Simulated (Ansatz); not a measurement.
Born–Oppenheimer molecular dynamics of GeH4S2Si (8 atoms, charge 0, multiplicity 1). It starts at the highest image of a converged band, a first-order saddle point between two minima.

These are results of RKS CAM-B3LYP-D4/def2-SVP (Ansatz), not measurements.

| Item | Value |
| --- | --- |
| ensemble | NVE (velocity Verlet) |
| time step | 0.5 fs |
| steps asked | 200 |
| starting velocities drawn for | 100 K |
| seed | 9560 |

First frame:

```xyz
8
Properties=species:S:1:pos:R:3
Si -0.673 0.992 -0.570
Ge -0.275 -1.361 -0.160
S 1.441 -0.774 1.530
S 1.989 -1.522 -0.326
H -1.406 1.170 -1.855
H -1.517 1.541 0.527
H 0.643 1.679 -0.628
H -0.110 -1.781 1.427
```

Question: How far do the bonds stretch over the last three quarters of this one trajectory? (Pairs bonded in most of those frames.)

Answer: 
| bond | mean (Å) | spread (Å) | shortest | longest |
| --- | --- | --- | --- | --- |
| Si1–Ge2 | 2.364 | 0.038 | 2.31 | 2.43 |
| Si1–H5 | 1.490 | 0.012 | 1.47 | 1.51 |
| Si1–H6 | 1.487 | 0.025 | 1.45 | 1.53 |
| Si1–H7 | 1.486 | 0.026 | 1.45 | 1.52 |
| Ge2–S3 | 2.273 | 0.169 | 2.05 | 2.54 |
| Ge2–S4 | 2.216 | 0.024 | 2.18 | 2.25 |
| Ge2–H8 | 1.568 | 0.019 | 1.54 | 1.60 |
| S3–S4 | 2.209 | 0.080 | 2.07 | 2.29 |

Mean temperature of the second half: 981 K. The conserved energy stayed within 0.05 meV per atom of its start (net change -0.017 meV per atom), so the integration is sound. The kinetic energy rose, since the run started high on the potential surface and went downhill. A run of 0.1 ps of so small a system gives no equilibrium averages. The orbitals stay closed-shell, which can raise the energy where a bond breaks towards radicals; this wasn't checked here.

Run time: 9.9 min on 2 threads of Intel(R) Xeon(R) Platinum 8488C (Sapphire Rapids) (shared host), peak memory 0.34 GiB.
